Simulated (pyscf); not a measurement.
Single points on ωB97X-D3(BJ)/def2-SVP structures (PySCF, gas phase). Correlated levels are frozen-core, on RHF or UHF. ΔMP2 is the change of the MP2 total energy from the triple- to the quadruple-zeta basis. Singlets are restricted, triplets unrestricted.

Singlet (Å):
```xyz
5

C      0.1084     0.2232    -0.3188
In     1.8085     1.2461    -1.3508
H      0.1827     0.3241     0.7792
H     -0.8646     0.6484    -0.6251
H      0.0856    -0.8569    -0.5512
```

Triplet (Å):
```xyz
5

C      0.0450     0.1934    -0.2676
In     1.7911     1.2237    -1.3562
H      0.2049     0.3382     0.8057
H     -0.8559     0.6793    -0.6599
H      0.1359    -0.8516    -0.5902
```

### Question
For these two minima of `[CH3][In]`, which spin state lies lower at CCSD(T)/def2-TZVPP + ΔMP2(QZVPP), and by how much (electronic energies)?

### Answer
The singlet, by 2.13 eV. Zero-point energy shifts E(triplet) − E(singlet) by 0.00 eV. Other isomers of H₃C–In [singlet] were not searched in full and may lie lower. 

E(triplet) − E(singlet) by level (eV):

| level | gap |
|---|---|
| ωB97X-D3(BJ)/def2-TZVP | +2.16 |
| PBE/def2-TZVP | +2.03 |
| r²SCAN/def2-TZVP | +1.89 |
| B3LYP-D3(BJ)/def2-TZVP | +2.07 |
| PBE0-D3(BJ)/def2-TZVP | +1.96 |
| M06-2X/def2-TZVP | +1.94 |
| ωB97M-D3(BJ)/def2-TZVP | +2.13 |
| HF/def2-TZVP | +1.32 |
| MP2/def2-QZVPP | +2.21 |
| CCSD/def2-TZVPP | +2.03 |
| CCSD(T)/def2-TZVPP | +2.06 |
| CCSD(T)/def2-TZVPP + ΔMP2(QZVPP) | +2.13 |

The triplet is the lowest one reached from the SCF start used. The CCSD(T) − MP2 part came from Ansatz, without density fitting, on the same reference. The frozen core leaves the outer d or s,p core shells of the metals and heavy elements correlated in the MP2 and CC values, and def2-TZVPP describes them poorly, which can shift differences by a few kcal/mol. Elements past Kr carry the def2 core potentials, without spin-orbit coupling.
